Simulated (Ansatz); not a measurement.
The cluster Ca2O3. Total charge 0; singlet. Geometry r2SCAN-D4/def2-SVP.

```xyz
5

Ca   -0.673   -1.018   -2.515
Ca    0.319    0.477    1.184
O     0.771    1.180    2.904
O     0.330   -0.862   -0.713
O    -0.747    0.222   -0.861
```

The structure holds one bond between oxygen atoms, so isomers without such links may lie far lower. The restricted singlet is unstable towards broken spin symmetry at other levels; at PBE-D4/def2-SVP, PBE-D4/def2-TZVP, r2SCAN-D4/def2-TZVP, PBE0-D4/def2-TZVP and others this wasn't settled. The geometry of the singlet was relaxed on an unsound state (restricted singlet, unstable towards broken spin symmetry at other levels and untested here). Another isomer (singlet) lies 3.53 eV lower at PBE0-D4/def2-TZVP; other spin states weren't run for this one.

Estimate the orbital energies around the gap (eV) in Ansatz with PBE-D4/def2-SVP, PBE-D4/def2-TZVP, r2SCAN-D4/def2-TZVP, PBE0-D4/def2-TZVP, ωB97M-V/def2-TZVP.


| orbital | PBE-D4/def2-SVP | PBE-D4/def2-TZVP | r2SCAN-D4/def2-TZVP | PBE0-D4/def2-TZVP | ωB97M-V/def2-TZVP |
| --- | --- | --- | --- | --- | --- |
| HOMO−9 | -18.79 | -19.34 | -20.50 | -22.08 | -24.95 |
| HOMO−8 | -16.83 | -17.30 | -18.24 | -19.42 | -20.56 |
| HOMO−7 | -9.87 | -9.97 | -10.20 | -11.17 | -13.56 |
| HOMO−6 | -8.80 | -8.87 | -9.23 | -10.63 | -13.23 |
| HOMO−5 | -8.56 | -8.67 | -9.07 | -10.45 | -13.13 |
| HOMO−4 | -6.30 | -6.36 | -6.65 | -7.92 | -10.47 |
| HOMO−3 | -5.02 | -5.16 | -5.45 | -6.74 | -9.36 |
| HOMO−2 | -3.45 | -3.54 | -3.56 | -4.34 | -5.22 |
| HOMO−1 | -3.43 | -3.52 | -3.53 | -4.32 | -5.20 |
| HOMO | -3.39 | -3.48 | -3.47 | -3.85 | -4.77 |
| LUMO | -3.27 | -3.37 | -3.30 | -3.14 | -2.37 |
| LUMO+1 | -1.48 | -1.91 | -1.65 | -1.36 | -0.82 |
| LUMO+2 | -1.29 | -1.72 | -1.54 | -1.34 | -0.80 |
| LUMO+3 | -1.27 | -1.48 | -1.20 | -0.93 | -0.19 |
| LUMO+4 | -0.93 | -1.05 | -0.75 | -0.23 | 0.94 |
| LUMO+5 | -0.85 | -0.98 | -0.70 | -0.15 | 1.09 |
